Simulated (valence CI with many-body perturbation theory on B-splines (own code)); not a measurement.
# Isoelectronic trend, 5 electrons, Tc38+ to Pb77+

Level of theory: valence CI with perturbative core correlation (CI+MBPT): three valence electrons over a frozen Dirac-Fock core [He], a basis of 11 s, 11 p, 9 d, 7 f, 5 g, 2 h, 1 i functions for each j, with the one-electron correlation potential Σ1, the two-electron term Σ2, the three-electron term Σ3, Breit, model QED; selected CI, second order for the rest (own B-spline code, finite nucleus). Basis and details of the method differ along the sequence, and some ions are missing.

Excitation energies in eV above the lowest level of each ion. Labels name the leading LS component, so a column can jump where levels mix; a blank means that no level of the computed list carries the label, and where several do, the lowest of them is shown. The ionisation energies from NIST are mostly theoretical or semi-empirical. By estimate, excited configurations hold to about 0.1 % in light ions and 0.5 % in heavy ones, terms of the ground configuration to 0.5 to 2 %, and small fine-structure intervals to 10 cm⁻¹ or more; near the neutral end and where shells cross, configurations can be misplaced by 0.1 to 0.6 eV.

```
  Ion    Lowest level  IE (eV)  IE, NIST (eV)  2s 2p2 4P_1/2  2s 2p2 2D_5/2  2s 2p2 2P_1/2  2s 2p2 2D_3/2  2s 2p2 4P_5/2  2s 2p2 2S_1/2  2p3 4S°_3/2
Tc38+  2s2 2p 2P°_1/2     5572       5570 ± 4          115.2          366.0          282.9          278.1          238.6          422.0        517.6
Pd41+  2s2 2p 2P°_1/2     6471       6469 ± 5          127.9          464.2          339.7          336.5          294.3          525.1        630.3
In44+  2s2 2p 2P°_1/2   7444.3       7442 ± 6          140.9          361.4          408.3          406.4          585.4          651.0        766.3
Te47+  2s2 2p 2P°_1/2   8494.4       8499 ± 4          154.2          441.9          490.7          489.9          733.2          803.7        929.5
Cs50+  2s2 2p 2P°_1/2   9623.5       9629 ± 4          168.0          537.9          589.0          589.0          912.1          987.5         1124
Ce53+  2s2 2p 2P°_1/2    10835      10840 ± 5          182.4          651.9          705.7          706.4           1127           1207         1356
Pm56+  2s2 2p 2P°_1/2    12131      12136 ± 5          197.3          786.7          843.4          844.7           1383           1468         1629
Gd59+  2s2 2p 2P°_1/2    13515      13521 ± 7          212.9          945.4           1005           1007           1686           1777         1950
Ho62+  2s2 2p 2P°_1/2    14992     14998 ± 15          229.3           1131           1195           1197           2044           2140         2326
Yb65+  2s2 2p 2P°_1/2    16566     16570 ± 30          246.6           1349           1416           1418           2463           2565         2765
Ta68+  2s2 2p 2P°_1/2    18241     18250 ± 50          264.9           1602           1673           1675           2954           3061         3276
Os71+  2s2 2p 2P°_1/2    20023     20030 ± 60          284.3           1895           1971           1973           3525           3638         3869
Au74+  2s2 2p 2P°_1/2    21918     21920 ± 90          304.8           2235           2316           2317           4188           4308         4554
Pb77+  2s2 2p 2P°_1/2    23934    23940 ± 120          326.3           2627           2713           2714           4956           5082         5346
```

(1) Does the computed ground configuration or its J change in this range?

Shares of the ionisation energy in eV, for some of the ions:

```csv
Ion,Σ1,Σ2,Σ3,Breit,QED
Tc38+,0.375,-0.0700,-0.0424,-5.38,0.0942
In44+,0.399,-0.0731,-0.0454,-8.28,0.0847
Cs50+,0.424,-0.0767,-0.0490,-12.1,0.0271
Pm56+,0.455,-0.0806,-0.0535,-17.2,-0.115
Ho62+,0.493,-0.0847,-0.0593,-23.6,-0.398
Ta68+,0.538,-0.0898,-0.0668,-31.8,-0.903
Au74+,0.591,-0.0953,-0.0764,-42.0,-1.75
```

## Answers

(1) No, it stays 2s2 2p with J = 1/2; its leading component is 99 % 2P° at the start and 100 % 2P° at the end, where the leading jj configuration holds 100 %.
